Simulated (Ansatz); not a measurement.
A structure relaxed at PBE-D4/def2-SVP in Ansatz, charge -1, doublet:

```xyz
16

Ga   -0.026    3.331    0.909
Ga   -1.127   -0.594   -0.725
Ga    1.683    0.946   -0.119
Ga   -2.683   -4.193   -0.220
Ga    3.406    2.679    1.998
Ga    0.841   -3.339   -0.196
S     0.242    2.476   -1.368
S     0.738    1.447    1.942
S     3.748    1.719   -0.198
S    -1.497   -1.032    1.511
S    -2.280   -2.284   -1.925
S     1.083   -1.057   -1.151
S    -0.998   -3.059    1.469
S    -1.697    1.547   -1.290
S    -0.629    5.265    1.395
S    -0.805   -3.849   -2.032
```

Problem. Give its formula.

Solution. Ga6S10⁻.

Problem. Summarise the bond lengths by kind (pairs closer than 1.2 times the sum of covalent radii, bridged metal pairs left out).

Solution. 18 × Ga–S 2.08 to 2.64 Å; 3 × S–S 2.09 to 2.15 Å.

The gap within one spin of the charge -1 doublet nearly closes, so an electron or hole may be smeared out by delocalisation error. Another isomer (doublet) lies 3.50 eV lower at PBE0-D4/def2-TZVP; other spin states weren't run for this one.
